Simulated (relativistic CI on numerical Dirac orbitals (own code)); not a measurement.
**Calculated levels, Hg⁶⁰⁺**

These numbers are calculated, not measured: Dirac-Coulomb-Breit CI, separate exchange-only KLI orbitals for each configuration, a model potential for QED, unscaled Slater integrals (own radial code, finite nucleus).

CI space (outside the closed core [Ne]): 3s2 3p6 3d2, 3s2 3p5 3d3, 3s 3p6 3d3, 3s2 3p6 3d 4s, 3s2 3p6 3d 4p, 3s2 3p6 3d 4d, 3s2 3p5 3d2 4s, 3s2 3p6 3d 4f, 3s2 3p5 3d2 4p, 3s2 3p5 3d2 4d, 3s 3p6 3d2 4s, 3s2 3p6 4s2, 3p6 3d3 4p, 3s 3p6 3d2 4p, 3s2 3p6 4s 4p, 3s2 3p6 3d 5s, 3s2 3p6 3d 5d, 3s2 3p6 3d 5g, 3p6 3d4, 3p5 3d5, 3p5 3d4 4s, 3p6 3d3 4s, 3p5 3d3 4s2, 3s2 3p6 4s 4d, 3s2 3p5 4s2 4d, 3s2 3p6 4p2, 3s2 3p5 4s 4p2, 3s 3p6 3d 4s2, 3s 3p6 4s2 4p, 3s 3p6 4s2 4d. Double excitations out of closed p, d and f shells are left out; levels of such configurations are missing from the list, as are those of other unlisted configurations, and high levels can miss mixing partners. These lack a partner that the ground configuration has and come out too high: 3s2 3p5 3d2 4p, 3s2 3p5 3d2 4d.

The lowest level is 3s2 3p6 3d2 3F_2, with 72 % of that term; Hund's rules for 3s2 3p6 3d2 give 3F with J = 2, in agreement.

| No. | Configuration | Term | J | E (eV) | % | Landé g |
| --- | --- | --- | --- | --- | --- | --- |
| 1 | 3s2 3p6 3d2 | 3F | 2 | 0.000 | 72 | 0.763 |
| 2 | 3s2 3p6 3d2 | 3P | 0 | 27.097 | 68 |  |
| 3 | 3s2 3p6 3d2 | 3F | 3 | 105.338 | 100 | 1.069 |
| 4 | 3s2 3p6 3d2 | 3P | 2 | 117.150 | 50 | 1.161 |
| 5 | 3s2 3p6 3d2 | 1G | 4 | 120.932 | 72 | 1.054 |
| 6 | 3s2 3p6 3d2 | 3P | 1 | 122.911 | 100 | 1.487 |
| 7 | 3s2 3p6 3d2 | 3F | 4 | 219.784 | 72 | 1.167 |
| 8 | 3s2 3p6 3d2 | 1D | 2 | 229.554 | 47 | 1.199 |
| 9 | 3s2 3p6 3d2 | 1S | 0 | 257.399 | 68 |  |
| 10 | 3p5 3d3(2D) | 3D° | 2 | 302.725 | 28 | 1.078 |
| 11 | 3p5 3d3(4F) | 5D° | 1 | 309.043 | 26 | 1.010 |
| 12 | 3p5 3d3(4F) | 5D° | 0 | 313.123 | 47 |  |
| 13 | 3p5 3d3(2D) | 3F° | 3 | 314.446 | 25 | 1.048 |
| 14 | 3p5 3d3(4F) | 5F° | 3 | 397.609 | 39 | 1.262 |
| 15 | 3p5 3d3(4F) | 5G° | 4 | 404.036 | 35 | 1.184 |
| 16 | 3p5 3d3(4P) | 5S° | 2 | 405.780 | 27 | 1.488 |
| 17 | 3p5 3d3(4F) | 5D° | 2 | 409.324 | 42 | 1.123 |
| 18 | 3p5 3d3(4F) | 5D° | 1 | 411.205 | 40 | 0.967 |
| 19 | 3p5 3d3(2F) | 3G° | 5 | 413.179 | 32 | 1.138 |
| 20 | 3p5 3d3(2G) | 3H° | 6 | 413.577 | 43 | 1.102 |
| 21 | 3p5 3d3(4F) | 3G° | 3 | 414.349 | 43 | 1.033 |
| 22 | 3p5 3d3(4P) | 3P° | 0 | 414.519 | 39 |  |
| 23 | 3p5 3d3(2G) | 3F° | 4 | 415.336 | 29 | 1.069 |
| 24 | 3p5 3d3(4F) | 3G° | 4 | 422.314 | 36 | 1.081 |
| 25 | 3p5 3d3(4P) | 3D° | 2 | 424.444 | 33 | 1.201 |
| 26 | 3p5 3d3(2P) | 3S° | 1 | 425.394 | 33 | 1.634 |
| 27 | 3p5 3d3(4F) | 3G° | 3 | 425.497 | 26 | 1.135 |
| 28 | 3p5 3d3(2G) | 3G° | 5 | 431.268 | 31 | 1.065 |
| 29 | 3p5 3d3(2D) | 3F° | 4 | 445.257 | 40 | 1.217 |
| 30 | 3p5 3d3(2D) | 3P° | 2 | 449.809 | 30 | 1.198 |
| 31 | 3p5 3d3(4P) | 3D° | 1 | 459.333 | 42 | 0.766 |
| 32 | 3p5 3d3(2H) | 3G° | 3 | 459.577 | 30 | 1.070 |
| 33 | 3p5 3d3(2G) | 3F° | 2 | 462.683 | 48 | 0.843 |
| 34 | 3p5 3d3(2H) | 3G° | 3 | 463.815 | 41 | 1.017 |
| 35 | 3p5 3d3(2F) | 3D° | 1 | 493.079 | 42 | 0.937 |
| 36 | 3p5 3d3(4F) | 5F° | 4 | 506.041 | 31 | 1.232 |
| 37 | 3p5 3d3(4F) | 5G° | 5 | 510.912 | 44 | 1.206 |
| 38 | 3s2 3p5 3d3 | 3D° | 2 | 513.530 | 31 | 1.178 |
| 39 | 3p5 3d3(4F) | 5G° | 6 | 515.023 | 50 | 1.175 |
| 40 | 3p5 3d3(2H) | 3I° | 7 | 522.931 | 100 | 1.128 |
| 41 | 3p5 3d3(2H) | 3G° | 3 | 523.225 | 24 | 1.148 |
| 42 | 3p5 3d3(4F) | 3G° | 5 | 523.603 | 35 | 1.152 |
| 43 | 3p5 3d3(2D) | 3P° | 1 | 524.666 | 61 | 1.470 |
| 44 | 3p5 3d3(2P) | 3D° | 2 | 524.878 | 32 | 1.361 |
| 45 | 3p5 3d3(2D) | 3F° | 4 | 524.963 | 32 | 1.193 |

Energies count from the lowest computed level; ° marks odd parity. Percentages are summed over parent terms; the parents shown are those of the largest component, closed shells are left out there.

The mean weight of the leading LS term, summed over parents, in these 45 levels is 45 %, and that of the leading jj configuration (from the same eigenvectors) 98 %, so jj coupling describes them better and the LS labels are nominal.

At this charge energies of transitions that change n are usually good to better than 1 %, and those within a shell (Δn = 0) to a few per cent.

LS names give the leading component of a level, which can be under half, so a name can repeat, a term be missing and a line seem to break the LS rules.
